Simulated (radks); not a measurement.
The numbers below are computed, except where a source is named.
Task: Valence configurations of Tc+ (all share [Kr]). Code: a radial shooting solver on a logarithmic mesh with Libxc functionals. Model: Dirac Kohn-Sham, PBEsol, spin-unpolarised, spherical densities, finite nucleus; open shells are shared between the two j in proportion to 2j + 1; Fermi nuclear charge, rms radius 4.4112 fm. Order these by energy: 4d4 5s2; 4d4.5 5s1 5p0.5; 4d3 5p3; 4d4 5s1 5p1; 4d5 5s0.5 5p0.5; 4d5.5 5s0.5; 4d5 5s1; 4d5 5p1; 4d4.5 5s1.5; 4d6.

Result: From the lowest, in eV above it: 4d6 0.000; 4d5.5 5s0.5 0.830; 4d5 5s1 1.995; 4d4.5 5s1.5 3.526; 4d5 5s0.5 5p0.5 4.299; 4d4 5s2 5.452; 4d4.5 5s1 5p0.5 5.929; 4d5 5p1 6.624; 4d4 5s1 5p1 10.482; 4d3 5p3 27.210. NIST lists [Kr] 4d5 5s1 as the ground configuration; this level of theory puts 4d6 lower, by 1.995 eV. The energies are those of spherical spin-averaged densities, not of single terms.
